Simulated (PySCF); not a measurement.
HSZn, charge +1. Atoms are numbered in the order given.

```xyz
3

Zn     0.0017     0.7778     0.0000
S     -0.0823    -1.3677     0.0000
H      1.2674    -1.4518     0.0000
```
Charge +1, spin multiplicity 1.

Coordinates come from a PBE0-D3(BJ)/def2-TZVP optimisation. The multiplicity is an assumed one; other spin states were not compared. The isomer is the one that the SMILES or the coordinates give; other isomers of the formula were not compared.

Level of theory: TDDFT-PBE0/def2-TZVPD (PySCF).

Vertical excitations. Gas-phase values at a fixed geometry. State labels are in the subgroup Cs.

Computed excitation energies, oscillator strengths and character:
```csv
state,symmetry,energy (eV),λ (nm),f,main pairs
S1,A",1.62,764,0.003,HOMO→LUMO 100 %
S2,A',4.60,270,0.141,"HOMO−1→LUMO 81 %, HOMO→LUMO+2 12 %"
S3,A",5.33,233,0.000,HOMO→LUMO+1 99 %
S4,A',5.55,223,0.022,HOMO−2→LUMO 86 %
S5,A',6.59,188,0.370,"HOMO→LUMO+2 71 %, HOMO−1→LUMO 15 %"
S6,A",7.03,176,0.011,HOMO→LUMO+3 96 %
S7,A',7.89,157,0.163,HOMO−1→LUMO+1 93 %
S8,A",8.11,153,0.014,"HOMO−1→LUMO+2 58 %, HOMO→LUMO+4 36 %"
S9,A",8.38,148,0.165,"HOMO→LUMO+4 58 %, HOMO−1→LUMO+2 37 %"
S10,A',9.26,134,0.041,"HOMO−1→LUMO+3 77 %, HOMO−2→LUMO+1 19 %"
T1,A",1.20,1036,0,HOMO→LUMO 99 %
T2,A',2.87,432,0,HOMO−1→LUMO 98 %
T3,A',5.00,248,0,HOMO−2→LUMO 97 %
T4,A",5.17,240,0,HOMO→LUMO+1 97 %
```
Triplets are in the Tamm–Dancoff approximation, which puts them higher than full response would, so one can lie above its singlet here.
